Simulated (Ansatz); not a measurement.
Harmonic frequencies (cm⁻¹) at PBE0-D4/def2-TZVP from Ansatz: 110, 125, 154, 192, 240, 260, 352, 376, 516, 642, 739, 747, 756, 799, 817, 927, 1285, 1440, 1442, 2173, 3058, 3147, 3151, 3464.

(1) Which molecule is it?
A. `CN[SiH3]`
B. `CO[SiH](O)O`
C. `C[Si](O)(Cl)Br`
D. `C#C[Si](C)(F)Cl`

Results:

(1) D.
